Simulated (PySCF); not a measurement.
**Trend along group 12: MSb molecules**

PBE0 with double-zeta basis sets in PySCF, for the lowest determinant that a PBE0 search found; no spin–orbit coupling. De refers to high-spin ground-configuration atoms. A positive dipole means M(−)Sb(+).

```json
{"M": "Zn", "basis": "def2-SVP", "state (unpaired electrons)": "quartet (σ ↑, π ↑↑)", "Re (Å)": "2.789", "ωe (cm⁻¹)": "124", "De (eV)": "0.35", "μ (D)": "-0.99"}
{"M": "Cd", "basis": "def2-SVP", "state (unpaired electrons)": "quartet (σ ↑, π ↑↑)", "Re (Å)": "3.024", "ωe (cm⁻¹)": "85.0", "De (eV)": "0.22", "μ (D)": "-0.47"}
{"M": "Hg", "basis": "def2-SVP", "state (unpaired electrons)": "quartet (σ ↑, π ↑↑)", "Re (Å)": "3.487", "ωe (cm⁻¹)": "28.1", "De (eV)": "0.05", "μ (D)": "0.00"}
```

The shortest bond is that of ZnSb (2.789 Å), the longest that of HgSb (3.487 Å). ZnSb is bound most strongly (0.35 eV) and HgSb least (0.05 eV).

Down a group the atoms grow and get heavier, so bonds lengthen and wavenumbers fall; this series shows no clear exception.

Weak bonds: CdSb, HgSb, ZnSb. Basis-set superposition, not corrected here, can be much of De in a small basis, most of all at correlated wavefunction levels. Functionals without a dispersion term scatter widely for such bonds, and LDA overbinds them. These are scalar-relativistic numbers at best; spin–orbit coupling would shift them, the dissociation energy most. States were picked by a PBE0 search and need not be the measured ground states.
